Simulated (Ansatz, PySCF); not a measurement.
Cl$_{3}$Ti, charge +1, singlet, at a GFN2-xTB geometry (such geometries of metal compounds can be far from the true shape) (the multiplicity is a formal guess). Base run: CAMB3LYP/STO-3G run with PySCF.

PySCF was given this input:
```python
from pyscf import gto, scf, dft

mol = gto.Mole()
mol.atom = '''
    Ti    0.109145    0.562958    0.360363
    Cl    1.801908   -0.380749   -0.500030
    Cl   -0.787076   -1.073990    1.367088
    Cl   -1.156078    0.726205   -1.333409
'''
mol.basis = 'sto-3g'
mol.charge = 1
mol.spin = 0
mol.verbose = 4
mol.build()

mf = dft.RKS(mol)
mf.xc = 'camb3lyp'
mf.kernel()
```

The same geometry, method and basis name were run in Ansatz (a quantum-chemistry and plane-wave program) and PySCF, at each program's defaults and at the settings that a row names. The base is PySCF at its defaults. Differences at the defaults can come from grids, fitting, cores and function types together.

```csv
code and settings,ΔE vs base (mEh),basis functions,E (Eh),SCF cycles
"PySCF, defaults (exact integrals, its default grid, spherical functions)",0.000,45,-2206.22983,9
"Ansatz, defaults (factorised integrals, its default grid, spherical functions)",0.005,45,-2206.22982,-
"PySCF, density fitting with def2-universal-jkfit",-3.102,45,-2206.23293,9
"PySCF, fine grid",0.003,45,-2206.22983,9
"Ansatz, high accuracy",0.003,45,-2206.22983,-
```
